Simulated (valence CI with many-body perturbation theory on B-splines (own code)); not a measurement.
# Energy levels of Xe²¹⁺

Level of theory: relativistic CI+MBPT: five valence electrons over a frozen Dirac-Fock core [Ar] 3d10, radial functions for each j: 9 s, 9 p, 8 d, 6 f, 3 g, 1 h, with the one-electron correlation potential Σ1, the two-electron term Σ2, the three-electron term Σ3, Breit, model QED; selected CI, second order for the rest, scaled by the run's own slope (own B-spline code, finite nucleus).

No measured levels were compared; by estimate levels hold to about 250 cm⁻¹ or 0.2 % of their energy and the worst to 1 %, as in measured heavy ions of charge 2 to 7; those with d or f electrons hold less well. Among the levels kept, up to 980 cm⁻¹ of a level comes from second order outside the variational space, and about a tenth of that is noise between levels of different J, which matters for small intervals.

Levels 1 to 33 of 33, with energies above the lowest level, (4s^2 4p1/2^2 4p3/2) J=3/2. "Leading %" is the weight of the configuration and term that name the level; weights of strongly mixed levels are sums over their largest components and can fall short, so below about 35 % the name and the second component can differ from the true leading terms, or belong to a minority configuration. In the jj column 3d3/2^4 stands for four electrons in 3d with j = 3/2. Lifetimes count E1, E2, E3, M1 and M2 decay at the calculated energies, and are blank where another channel may lead or the interval is too uncertain; long ones can be off by a factor of two.

```
No.  Configuration  Term    J  E (cm⁻¹)  Leading %  Lifetime                     Leading jj
  1        4s2 4p3   4S°  3/2         0         41                4s^2 4p1/2^2 4p3/2 (94 %)
  2        4s2 4p3   2D°  3/2    107940         50   36.4 μs      4s^2 4p1/2 4p3/2^2 (94 %)
  3        4s2 4p3   2D°  5/2    133020         98    179 μs      4s^2 4p1/2 4p3/2^2 (98 %)
  4        4s2 4p3   2P°  1/2    166240         98   31.6 μs      4s^2 4p1/2 4p3/2^2 (98 %)
  5        4s2 4p3   2P°  3/2    275600         58   11.8 μs            4s^2 4p3/2^3 (96 %)
  6         4s 4p4    4P  5/2    510220         79    104 ps      4s 4p1/2^2 4p3/2^2 (89 %)
  7         4s 4p4    4P  3/2    570790         49   34.9 ps      4s 4p1/2^2 4p3/2^2 (64 %)
  8         4s 4p4    4P  1/2    576390         57   39.6 ps      4s 4p1/2^2 4p3/2^2 (76 %)
  9         4s 4p4    4P  3/2    646030         42   49.7 ps        4s 4p1/2 4p3/2^3 (71 %)
 10         4s 4p4    2D  5/2    678410         71   52.3 ps        4s 4p1/2 4p3/2^3 (82 %)
 11     4s2 4p2 4d    4F  3/2    695090         43   41.6 ps      4s^2 4p1/2^2 4d3/2 (77 %)
 12         4s 4p4    2P  1/2    719970         38   15.2 ps        4s 4p1/2 4p3/2^3 (58 %)
 13     4s2 4p2 4d    4F  5/2    732230         36   29.6 ps      4s^2 4p1/2^2 4d5/2 (77 %)
 14         4s 4p4    2P  3/2    732700         47   16.4 ps        4s 4p1/2 4p3/2^3 (56 %)
 15     4s2 4p2 4d    2F  5/2    789760         57    305 ps  4s^2 4p1/2 4p3/2 4d3/2 (90 %)
 16     4s2 4p2 4d    4D  1/2    798570         78   63.3 ps  4s^2 4p1/2 4p3/2 4d3/2 (83 %)
 17     4s2 4p2 4d    4F  7/2    806960         61   1.29 ns  4s^2 4p1/2 4p3/2 4d3/2 (66 %)
 18     4s2 4p2 4d    4D  3/2    810730         47   13.6 ps  4s^2 4p1/2 4p3/2 4d3/2 (69 %)
 19     4s2 4p2 4d    4D  7/2    814670         50   5.00 μs  4s^2 4p1/2 4p3/2 4d5/2 (83 %)
 20     4s2 4p2 4d    4F  9/2    838250         56            4s^2 4p1/2 4p3/2 4d5/2 (92 %)
 21     4s2 4p2 4d    4D  5/2    848900         30   13.3 ps  4s^2 4p1/2 4p3/2 4d5/2 (75 %)
 22         4s 4p4    2P  1/2    855460         33   15.5 ps              4s 4p3/2^4 (60 %)
 23     4s2 4p2 4d    2P  3/2    859450         36   5.39 ps  4s^2 4p1/2 4p3/2 4d5/2 (63 %)
 24     4s2 4p2 4d    4P  5/2    886530         45   3.07 ps  4s^2 4p1/2 4p3/2 4d3/2 (39 %)
 25     4s2 4p2 4d    2G  7/2    888290         56   20.2 ps  4s^2 4p1/2 4p3/2 4d5/2 (56 %)
 26     4s2 4p2 4d    4P  3/2    893560         46   3.07 ps  4s^2 4p1/2 4p3/2 4d3/2 (58 %)
 27     4s2 4p2 4d    4P  1/2    894750         44   2.97 ps  4s^2 4p1/2 4p3/2 4d3/2 (82 %)
 28     4s2 4p2 4d    2D  3/2    920820         74   9.74 ps  4s^2 4p1/2 4p3/2 4d5/2 (63 %)
 29     4s2 4p2 4d    2D  5/2    934060         60   2.79 ps  4s^2 4p1/2 4p3/2 4d5/2 (50 %)
 30     4s2 4p2 4d    2P  1/2    946710         59   3.44 ps  4s^2 4p1/2 4p3/2 4d5/2 (62 %)
 31     4s2 4p2 4d    2F  7/2    953270         49    223 ps      4s^2 4p3/2^2 4d5/2 (96 %)
 32     4s2 4p2 4d    2G  9/2    964720         56   24.6 μs      4s^2 4p3/2^2 4d5/2 (92 %)
 33     4s2 4p2 4d    2P  1/2    981000         66   4.78 ps      4s^2 4p3/2^2 4d3/2 (52 %)
```

The ionisation energy to 4s2 4p2 3P_0 of the next ion comes out as 651.62 eV (NIST: 650 ± 4 eV (theoretical)). All 33 levels together are meant to be complete up to 991380 cm⁻¹.
